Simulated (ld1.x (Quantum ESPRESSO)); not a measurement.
**What the settings do to the TM potential of selenium**

Base potential:

| Quantity | Value |
| --- | --- |
| Element | selenium (Se) |
| Generator | ld1.x (Quantum ESPRESSO) 7.5 |
| Type | norm-conserving Troullier–Martins (Kleinman–Bylander form) |
| Functional | PBEsol |
| Relativity | scalar-relativistic |
| Frozen core | [Ar] |
| Valence charge | 16 |
| Reference configuration | 3d10 4s2 4p4 |
| Partial waves | 4s (bound): rc 1.55 bohr; 4p (bound): rc 1.40 bohr; 3d (bound): rc 0.85 bohr |
| Local potential | all-electron potential smoothed inside 1.40 bohr (lloc = -2) |
| Core correction | a·sin(br)/r model core, default radius (core density twice the valence density) |

All-electron outer shells of the reference configuration (PBEsol, scalar-relativistic, ld1.x):

```csv
shell,level (eV),outermost node (bohr),outermost maximum (bohr)
3s,-213.09,0.24,0.50
3p,-152.76,0.21,0.50
3d,-53.12,–,0.45
4s,-17.29,0.70,1.51
4p,-6.51,0.74,1.80
```

Cutoffs, loose and tight: the cutoffs (Ry, on a coarse ladder) from which the occupation-weighted sum of valence levels, in a spherical-Bessel basis at the reference potential, stays within 10 and 1 mRy of its value at 400 Ry. They do not see the model core or the augmentation charge, which bear on the density cutoff. Test errors are all-electron minus pseudo excitation energies from the reference, over the configurations 3d10 4s2 4p3; 3d10 4s2 4p2; 3d10 4s2 4p1; 3d10 4s0 4p6; 3d10 4s1 4p5; 3d10 4s2 4p3.5; 3d10 4s2 4p0. A dash means not determined; rows that change the core or the reference have their own tests. The largest error is taken over the tests solved by every variant that gives reliable tests at all: 3d10 4s2 4p0; 3d10 4s2 4p2; 3d10 4s2 4p3; 3d10 4s2 4p3.5.

A true bound ghost makes a file unfit for plane-wave use even where its test errors are small: the radial tests pick states by their node count and pass the ghost by. Where a test does run into it, the solver fails or the error is huge.

Cutoffs are not given where the Bessel-basis levels miss the radial ones by over 6 mRy, ghosts where they miss by over 20 mRy; a channel whose overlap is not positive is not tested.

The default core radius of the base comes out at 0.26 bohr.

| change | outcome | cutoff, loose | cutoff, tight | bound ghosts | largest test error (meV) |
| --- | --- | --- | --- | --- | --- |
| base | generated | over 300 Ry | over 300 Ry | none | +33 |
| wave 3d (bound): rc 0.85 bohr becomes 3d (bound): rc 0.98 bohr | generated | 300 Ry | over 300 Ry | none | +34 |
| local potential the s channel | generated | over 300 Ry | over 300 Ry | p | +9.6 |
| all radii but the core radius scaled by about 1.22 (s 1.90, p 1.70, d 1.04 bohr); local potential all-electron potential smoothed inside 1.70 bohr (lloc = -2) | generated | 260 Ry | over 300 Ry | none | +57 |
| core correction a·sin(br)/r model core inside 0.62 bohr | generated | over 300 Ry | over 300 Ry | none | +34 |
| local potential all-electron potential smoothed inside 0.60 bohr (lloc = -2) | generated | over 300 Ry | over 300 Ry | s, p | -28 |

Q: What comes out with this change to the base: core [Ar] 3d10, valence charge 6; reference 4s2 4p4; waves now 4s (bound): rc 1.25 bohr; 4p (bound): rc 1.70 bohr; local potential the p channel; core correction a·sin(br)/r model core inside 0.75 bohr?

A: outcome: generated; cutoff, loose: 50 Ry; cutoff, tight: 110 Ry; bound ghosts: none; largest test error (meV): -190.

Q: What comes out with this change to the base: wave 4p (bound): rc 1.40 bohr becomes 4p (bound): rc 0.86 bohr?

A: outcome: generated; bound ghosts: not determined; largest test error (meV): -466.
